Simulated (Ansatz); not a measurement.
C2H8B2S, relaxed with RKS PBE-D4/def2-SVP in Ansatz from a rough embedded geometry. The force threshold is 0.03 eV/Å; the program also tests the step.

Charge 0, multiplicity 1. The bonds changed during the relaxation, so this is another structure than the one it started from.

Start:

```xyz
13

B     1.129    0.745   -2.004
S     1.085   -0.772   -0.910
C     0.047   -0.004    0.346
B    -1.539    0.062   -0.116
C     0.170   -0.739    1.685
H     2.027    1.546   -1.922
H     0.343    0.900   -2.896
H     0.320    1.107    0.527
H    -2.125    1.007   -0.305
H    -2.063   -1.035   -0.376
H     1.202   -0.730    2.001
H    -0.169   -1.796    1.545
H    -0.429   -0.292    2.424
```

| step | energy (eV) | largest force (eV/Å) | largest move (Å) |
| --- | --- | --- | --- |
| 1 | -14374.3962 | 3.917 | 0.000 |
| 2 | -14374.7414 | 1.543 | 0.148 |
| 3 | -14374.9887 | 0.796 | 0.138 |
| 4 | -14375.2697 | 1.314 | 0.194 |
| 5 | -14375.6259 | 1.337 | 0.195 |
| 6 | -14375.8515 | 0.888 | 0.195 |
| 7 | -14375.9878 | 0.581 | 0.199 |
| 8 | -14376.0975 | 0.492 | 0.195 |
| 9 | -14376.1518 | 0.375 | 0.194 |
| 10 | -14376.1792 | 0.387 | 0.196 |
| 11 (rejected) | -14376.1657 | 0.338 | 0.200 |
| 12 | -14376.2051 | 0.135 | 0.100 |
| 13 | -14376.2234 | 0.167 | 0.098 |
| 14 | -14376.2622 | 0.346 | 0.148 |
| 15 | -14376.3588 | 0.709 | 0.197 |
| 16 | -14376.5355 | 0.982 | 0.196 |
| 17 | -14376.6894 | 0.733 | 0.088 |
| 18 (rejected) | -14376.6630 | 1.739 | 0.199 |
| 19 | -14376.7948 | 0.474 | 0.100 |
| 20 | -14376.8042 | 0.399 | 0.097 |
| 21 (rejected) | -14376.7949 | 0.720 | 0.149 |
| 22 | -14376.8281 | 0.080 | 0.051 |
| 23 | -14376.8287 | 0.068 | 0.017 |
| 24 | -14376.8290 | 0.014 | 0.006 |

End:

```xyz
13

B     0.267    0.829   -1.888
S     0.901   -0.720   -0.947
C     0.213    0.071    0.645
B    -0.830   -0.040   -0.519
C     0.184   -0.831    1.856
H     0.838    1.855   -1.565
H    -0.008    0.596   -3.047
H     0.727    1.039    0.791
H    -0.929    1.061   -1.247
H    -1.841   -0.690   -0.636
H     1.189   -0.998    2.294
H    -0.269   -1.816    1.625
H    -0.444   -0.354    2.638
```

Hardware: 4 threads of an Arm Neoverse V2 on a shared host. Wall time 29 s, peak host memory 0.16 GiB.
